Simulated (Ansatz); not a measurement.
`C[O][Ta](=[NH])([O]C)[O]C`, 18 atoms. Total charge 0; spin multiplicity 1. Correlated methods include outer-core shells of Ta, which these sets cover unevenly. Ta: def2 effective core potential. Hardware: A = 4 threads of an AMD EPYC 7R13 on a shared host and a share of an NVIDIA H100 80 GB; B = 4 threads of an AMD EPYC 7R13 on a shared host. Correlated methods freeze the cores. Open-shell runs search over several starts.

Problem. Give the basis size and wall time and peak host memory of each of these runs in Ansatz. RHF-CCSD(T)/def2-SVP energy [A]; UKS r2SCAN-D4/def2-TZVPP energy of the cation [A]; UKS PBE0-D4/def2-TZVPP energy of the cation [A]; UHF-CCSD(T)/def2-TZVPP energy of the cation [A]; RKS LC-ωPBE/def2-TZVPP energy [A]; RHF-MP2/def2-QZVPP energy [A]; direct RPA on PBE orbitals/def2-TZVPP energy [A]; UKS PBE-D4/def2-TZVPP energy of the cation [A]; RKS PBE0-D4/def2-TZVP relaxation (31 steps) [A]; UKS B3LYP-D4/def2-TZVPP energy of the cation [A]; UKS B2PLYP (frozen core)/def2-TZVPP energy of the cation [A]; RKS ωB97M-V/def2-SVP energy [B]. (An estimate is asked.)

Solution. The calculation gave: Other jobs shared the machine, so times are rough.

```
                                level                        job  functions  wall time  peak host memory (GiB)
                 RHF-CCSD(T)/def2-SVP                 energy [A]        180      2.1 s                    0.81
               RKS LC-ωPBE/def2-TZVPP                 energy [A]        413      2.9 s                    0.94
                   RHF-MP2/def2-QZVPP                 energy [A]        780      4.6 s                     1.4
direct RPA on PBE orbitals/def2-TZVPP                 energy [A]        413      5.5 s                     1.9
                 RKS ωB97M-V/def2-SVP                 energy [B]        180      8.6 s                    0.86
              UKS B3LYP-D4/def2-TZVPP   energy of the cation [A]        413       19 s                       1
               UKS PBE0-D4/def2-TZVPP   energy of the cation [A]        413       20 s                     1.1
  UKS B2PLYP (frozen core)/def2-TZVPP   energy of the cation [A]        413       29 s                       2
                UKS PBE-D4/def2-TZVPP   energy of the cation [A]        413       31 s                     1.1
                RKS PBE0-D4/def2-TZVP  relaxation (31 steps) [A]        317       43 s                    0.97
             UKS r2SCAN-D4/def2-TZVPP   energy of the cation [A]        413       43 s                     1.2
               UHF-CCSD(T)/def2-TZVPP   energy of the cation [A]        413    4.8 min                     1.9
```

B3LYP here is the variant with VWN-RPA as its local correlation; programs differ in this. LC-ωPBE has ω = 0.4 bohr⁻¹.
